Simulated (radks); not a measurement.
The nuclear charge of neutral promethium is varied continuously with 61 electrons held in [Xe] 4f5 6s2. All-electron calculation, scalar-relativistic Kohn-Sham, PBE, spin-unpolarised, spherical densities, finite nucleus; Fermi nuclear charge, rms radius 4.962 fm. Program: a radial shooting solver on a logarithmic mesh with Libxc functionals. By the Hellmann-Feynman theorem dE/dZ = E(electron-nucleus)/Z, the electronic potential at the nucleus (averaged over a nucleus of fixed radius). The scalar-relativistic energy here is not variational (the density holds large components alone), so the two differ by a part that grows with Z.

\begin{tabular}{lrrrrr}
Z & E (hartree) & E(electron-nucleus)/Z (hartree) & HOMO & e(HOMO) (eV) & <r> HOMO (bohr) \\ \hline
60.9 & -9979.8780 & -398.436 & 4f & -1.027 & 1.096 \\
61 & -10019.9749 & -399.386 & 4f & -2.155 & 1.069 \\
61.1 & -10060.1679 & -400.335 & 4f & -3.359 & 1.046 \\
61.2 & -10100.4569 & -401.282 & 4f & -4.628 & 1.026 \\
61.3 & -10140.8419 & -402.229 & 6s & -5.272 & 4.109 \\
61.4 & -10181.3228 & -403.175 & 6s & -5.888 & 4.030 \\
61.5 & -10221.8996 & -404.121 & 6s & -6.523 & 3.955 \\
61.6 & -10262.5721 & -405.066 & 6s & -7.176 & 3.885 \\
61.7 & -10303.3404 & -406.011 & 6s & -7.845 & 3.818 \\
61.8 & -10344.2046 & -406.956 & 6s & -8.531 & 3.756 \\
61.9 & -10385.1645 & -407.901 & 6s & -9.233 & 3.696 \\
62 & -10426.2201 & -408.845 & 6s & -9.950 & 3.639 \\
\end{tabular}

The central difference of E at Z = 61 is -401.449 hartree, to compare with the third column; the second derivative is -9.62 hartree. No converged solution with all levels bound was reached at Z = 60.8.
